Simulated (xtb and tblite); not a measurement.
Relaxed torsion scan: C8H6S2Se, SMILES c1csc(Sc2ccc[se]2)c1. Scanned: dihedral S3–C4–S5–C6 and dihedral C4–S5–C6–Se10; all other coordinates were relaxed at GFN2-xTB. Points at φ and −φ are mirror images.

Atom numbering (GFN2-xTB optimised geometry, Å):
```
17

C     -3.4060    -0.3736     0.5028
C     -2.9536     0.6689     1.2446
S     -1.4741     1.3068     0.6491
C     -1.4449     0.1053    -0.6104
S     -0.1769     0.0648    -1.8249
C      1.2503    -0.0112    -0.7957
C      2.4709     0.4885    -1.1339
C      3.4873     0.2384    -0.1825
C      3.0911    -0.4601     0.9104
Se     1.2968    -0.9314     0.8453
C     -2.5438    -0.6987    -0.5658
H     -4.3157    -0.9058     0.7145
H     -3.3958     1.1083     2.1165
H      2.6367     1.0390    -2.0436
H      4.4948     0.5952    -0.3141
H      3.6979    -0.7381     1.7531
H     -2.7150    -1.4962    -1.2652
```

Method: GFN2-xTB (xtb and tblite).

Energy in kJ/mol above the lowest grid point; x is the dihedral S3–C4–S5–C6 (°), y the dihedral C4–S5–C6–Se10 (°).

```
y \ x  -150  -120  -90  -60   -30     0    30   60   90   120   150   180
-----  ----  ----  ---  ---  ----  ----  ----  ---  ---  ----  ----  ----
180    12.6   6.6  5.6  6.0  10.7  13.7  10.7  6.0  5.6   6.6  12.6  23.5
150    19.3  11.1  6.5  3.1   4.6   9.1  10.4  8.5  6.9   5.3   5.3  12.5
120    10.8  12.5  9.0  5.1   3.0   4.1   5.7  7.1  8.1   6.7   4.7   6.2
90      5.7   8.9  9.5  7.2   4.5   2.7   3.3  6.1  8.2   7.3   5.7   4.1
60      0.9   4.2  6.2  6.0   6.0   3.7   0.8  2.6  4.8   5.1   7.0   3.8
30      1.5   0.7  2.3  4.0   7.0   7.3   3.0  0.0  1.1   2.6   7.7   8.4
0       5.9   0.9  0.4  2.0   6.5   9.0   6.5  2.0  0.4   0.9   5.9  11.1
-30     7.7   2.6  1.1  0.0   3.0   7.3   7.0  4.0  2.3   0.7   1.5   8.4
-60     7.0   5.1  4.8  2.6   0.8   3.7   6.0  6.0  6.2   4.2   0.9   3.8
-90     5.7   7.3  8.2  6.1   3.3   2.7   4.5  7.2  9.5   8.9   5.7   4.1
-120    4.7   6.7  8.1  7.1   5.7   4.1   3.0  5.1  9.0  12.5  10.8   6.2
-150    5.3   5.3  6.9  8.5  10.4   9.1   4.6  3.1  6.5  11.1  19.3  12.5
```

Points that lie below all their neighbours on the grid: x = -60, y = -30 (0.0 kJ/mol); x = 60, y = 30 (0.0 kJ/mol). The lowest path on the grid from the first to the second passes x = -150, y = -90 at 5.7 kJ/mol.
